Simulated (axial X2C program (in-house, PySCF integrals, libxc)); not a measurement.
# Spectroscopic constants of HBr

Calculated with an in-house relativistic program for diatomic molecules. Spin-free means the one-electron spin-free X2C Hamiltonian; two-component (2c) means X2C with spin–orbit coupling and atomic mean-field two-electron Coulomb and Gaunt terms, so the difference of the two also holds small scalar two-electron terms. Basis: Br dyall-cv3z [8s9p6d4f1g], H dyall-v3z [6s2p1d] (cores contracted in-house); Gaussian nuclei, density fitting, unrestricted open shells. Masses: Br 78.918 u, H 1.008 u.

Input:
```json
{
 "zs": [
  35,
  1
 ],
 "q": 0,
 "bas": [
  "dyall-cv3z",
  "dyall-v3z"
 ],
 "levels": [
  "PBE0",
  "HF",
  "LDA",
  "BP86",
  "B97-3"
 ],
 "cc": true,
 "r0": 1.46,
 "thr": -2.0,
 "nmax": 140
}
```
```bash
python so2c.py task.json out
```

Keys: zs atomic numbers; q charge; bas basis sets; levels methods; cc coupled cluster on or off; r0 starting distance in Å; thr threshold in hartree for freezing inner shells (an s shell follows its p shell); nmax most natural virtual spinors. HF also brings MP2.

State, spin-free: M_S = 0, Λ = 0 (closed shell); electrons by block: σα: 8, σβ: 8, π+α: 4, π+β: 4, π-α: 4, π-β: 4, δ+α: 1, δ+β: 1, δ-α: 1, δ-β: 1. Fragments: Br + H.

State, 2c: Ω = 0 (closed shell); electrons by block: 1/2: 12, -1/2: 12, 3/2: 5, -3/2: 5, 5/2: 1, -5/2: 1. Fragments: Br + H.

| Hamiltonian | level | Re (Å) | ωe (cm⁻¹) | Be (cm⁻¹) | αe (cm⁻¹) | De (eV) | k (mdyn/Å) | μ (D) |
| --- | --- | --- | --- | --- | --- | --- | --- | --- |
| spin-free | PBE0 | 1.418 | 2656.1 | 8.424 | 0.22 | 3.94 | 4.14 | 0.87 |
| spin-free | HF | 1.404 | 2788.9 | 8.593 | 0.207 | 2.79 | 4.56 | 0.93 |
| spin-free | MP2 | 1.410 | 2717.4 | 8.515 | 0.22 | 3.91 | 4.33 | n/a |
| spin-free | CCSD | 1.415 | 2670.6 | 8.465 | 0.23 | 3.90 | 4.18 | n/a |
| spin-free | CCSD(T) | 1.417 | 2652.9 | 8.441 | 0.233 | 3.95 | 4.13 | n/a |
| spin-free | LDA | 1.429 | 2565.0 | 8.292 | 0.225 | 4.56 | 3.86 | 0.90 |
| spin-free | BP86 | 1.431 | 2548.3 | 8.267 | 0.229 | 4.13 | 3.81 | 0.83 |
| spin-free | B97-3 | 1.418 | 2654.8 | 8.425 | 0.22 | 3.92 | 4.13 | 0.85 |
| 2c | PBE0 | 1.419 | 2650.3 | 8.413 | 0.22 | 3.84 | 4.12 | 0.86 |
| 2c | HF | 1.405 | 2783.8 | 8.583 | 0.208 | 2.63 | 4.54 | 0.92 |
| 2c | MP2 | 1.411 | 2712.7 | 8.506 | 0.22 | 3.77 | 4.31 | n/a |
| 2c | CCSD | 1.415 | 2665.5 | 8.455 | 0.23 | 3.76 | 4.17 | n/a |
| 2c | CCSD(T) | 1.417 | 2647.8 | 8.431 | 0.233 | 3.81 | 4.11 | n/a |
| 2c | LDA | 1.430 | 2558.7 | 8.281 | 0.225 | 4.40 | 3.84 | 0.89 |
| 2c | BP86 | 1.432 | 2542.0 | 8.255 | 0.229 | 4.01 | 3.79 | 0.82 |
| 2c | B97-3 | 1.419 | 2649.1 | 8.414 | 0.22 | 3.80 | 4.11 | 0.85 |

Correlated methods: 8 electrons correlated (number of frozen shells: Br 3 s, 2 p, 1 d; H none), 144 virtual spin orbitals or spinors in MP2, 74 natural virtuals in coupled cluster.

Dipoles are positive if H is the positive end.

One determinant describes the state; a PBE0 search over occupations chose it and may have missed a lower one. Closed shells are restricted here (equal orbitals for both partners); the stretched side of such a curve lies too high. Dissociation energies refer to the lowest single-determinant-based atoms at the same level and basis. Coupled cluster ran in a truncated set of natural virtual spinors; the MP2 energy of the rest was added. (T) has no such correction and the atoms are truncated less, which lowers De at CCSD(T) by a hundredth of an eV or more. Without a current term, density functionals place determinants with orbital angular momentum somewhat too high.

Rough cost a point (2c) on 2 thread(s) of a shared host, integrals apart: PBE0 0.11 s, HF 0.05 s, CCSD(T) 0.8 s, LDA 0.07 s, BP86 0.1 s, B97-3 0.12 s.

The whole task took 30 s on 2 threads of Intel(R) Xeon(R) 6975P-C (Granite Rapids), on a shared host.
